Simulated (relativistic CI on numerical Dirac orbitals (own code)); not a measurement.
**Electric-dipole lines of Hf³⁴⁺**

Method of calculation: Dirac-Coulomb-Breit CI, separate exchange-only KLI orbitals for each configuration, a model potential for QED, unscaled Slater integrals (own radial code, finite nucleus).

Configurations in the expansion (outside the closed core [Ar] 3d10): 4s2 4p6 4d2, 4s2 4p6 4d 4f, 4s2 4p5 4d3, 4s 4p6 4d3, 4s2 4p5 4d2 4f, 4s 4p6 4d2 4f, 4s2 4p6 4d 5s, 4s2 4p6 4f 5s, 4s2 4p6 4d 5p, 4s2 4p6 4f2, 4s2 4p5 4f3, 4s 4p6 4f3, 4s2 4p6 4f 5p, 4s2 4p5 4f2 5p, 4s 4p6 4f2 5p. Double excitations out of closed p, d and f shells are left out; levels of such configurations are missing from the list, as are those of other unlisted configurations, and high levels can miss mixing partners.

```tsv
λ vac (nm)	Lower	Upper	A (s⁻¹)	gf	Branching (%)
4.6949	4s2 4p6 4d2 3F_2 [1]	4s2 4p5 4d3 3D°_1 [116]	2.02e+12	2.00e+00	60.9
4.7843	4s2 4p6 4d2 3P_2 [4]	4s2 4p5 4d3 3S°_1 [127]	2.56e+12	2.63e+00	66.9
4.8104	4s2 4p6 4d2 3P_2 [4]	4s2 4p5 4d3 3F°_3 [124]	1.25e+12	3.04e+00	36.1
4.8194	4s2 4p6 4d2 1G_4 [5]	4s2 4p5 4d3 3F°_4 [126]	2.50e+12	7.83e+00	83.2
4.8226	4s2 4p6 4d2 3P_1 [6]	4s2 4p5 4d3 3D°_2 [125]	2.02e+12	3.52e+00	61.9
4.8312	4s2 4p6 4d2 1G_4 [5]	4s2 4p5 4d3 3F°_3 [124]	1.55e+12	3.80e+00	44.8
4.8565	4s2 4p6 4d2 3P_2 [8]	4s2 4p5 4d3 1D°_2 [138]	1.87e+12	3.30e+00	99.3
4.8754	4s2 4p6 4d2 3P_2 [8]	4s2 4p5 4d3 1F°_3 [137]	1.39e+12	3.48e+00	98.2
4.9003	4s2 4p6 4d2 3F_4 [7]	4s2 4p5 4d3 1F°_3 [134]	1.68e+12	4.23e+00	69.3
4.9031	4s2 4p6 4d2 3F_4 [7]	4s2 4p5 4d3 1G°_4 [133]	2.91e+12	9.45e+00	98.0
4.9032	4s2 4p6 4d2 3F_4 [7]	4s2 4p5 4d3 3G°_5 [132]	2.47e+12	9.77e+00	97.8
4.9089	4s2 4p6 4d2 3F_3 [3]	4s2 4p5 4d3 3D°_2 [120]	1.62e+12	2.92e+00	75.1
5.0286	4s2 4p6 4d2 3F_2 [1]	4s2 4p5 4d3 3F°_2 [102]	2.51e+12	4.75e+00	96.0
5.1995	4s2 4p6 4d2 3F_3 [3]	4s2 4p5 4d3 3G°_4 [104]	1.17e+12	4.25e+00	82.4
5.2237	4s2 4p6 4d2 3F_3 [3]	4s2 4p5 4d3 5G°_3 [103]	1.07e+12	3.06e+00	58.6
5.2395	4s2 4p6 4d2 1G_4 [5]	4s2 4p5 4d3 1H°_5 [108]	1.59e+12	7.21e+00	97.4
5.2726	4s2 4p6 4d2 3P_2 [4]	4s2 4p5 4d3 3D°_2 [105]	1.19e+12	2.48e+00	64.3
5.5367	4s2 4p6 4d2 3F_2 [1]	4s2 4p6 4d 4f 3G°_3 [87]	2.32e+12	7.46e+00	98.8
5.7974	4s2 4p6 4d2 3F_3 [3]	4s2 4p6 4d 4f 3G°_4 [94]	6.54e+11	2.97e+00	67.4
5.9308	4s2 4p6 4d2 1G_4 [5]	4s2 4p6 4d 4f 3G°_5 [95]	5.07e+11	2.94e+00	75.5
```

Terms are leading LS components. Brackets give the number of a level in order of energy, since labels repeat. The list gives strong lines, with weight on those to low levels, without lines whose two gauges differ by over a factor of 2.5, among the lowest 200 of 1718 levels, so that lines to higher ones, which can be the strongest, are missing. Levels whose partners in the same complex of configurations lie outside the list can be far off, and so can their lines. Rates are taken at the computed energies, electric ones in the length gauge.

At this charge energies of transitions that change n are usually good to better than 1 %, and those within a shell (Δn = 0) to a few per cent. Terms inside the open d or f shell come out 10 to 20 % too wide with unscaled integrals.

LS names give the leading component of a level, which can be under half, so a name can repeat, a term be missing and a line seem to break the LS rules.
